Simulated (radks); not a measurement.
The gallium ion Ga4+, configuration [Ar] 3d9. Calculated with a radial shooting solver on a logarithmic mesh with Libxc functionals: scalar-relativistic Kohn-Sham, r2SCAN, spin-polarised, spherical densities, finite nucleus; open shells are filled with parallel spins first; meta-GGA in the generalised Kohn-Sham scheme; Fermi nuclear charge, rms radius 3.9973 fm.

Unscreened Slater integrals over Kohn-Sham orbitals (eV). They are taken over the spin-up orbitals.

integral    value
F0(3d,3d)  33.894
F2(3d,3d)  15.979
F4(3d,3d)  10.001
F0(3d,3p)  35.120
F2(3d,3p)  16.787
G1(3d,3p)  20.583
G3(3d,3p)  12.621
F0(3d,3s)  35.679
G2(3d,3s)  15.703
F0(3p,3p)  36.719
F2(3p,3p)  18.405
F0(3p,3s)  37.300
G1(3p,3s)  24.710
F0(3s,3s)  37.938

Derived for the open shells (J is the average intra-shell exchange parameter used in DFT+U). 3d: Racah B = F2/49 - 5 F4/441 = 0.2127 eV, C = 35 F4/441 = 0.7937 eV, C/B = 3.73, F4/F2 = 0.626, J = (F2 + F4)/14 = 1.856 eV.
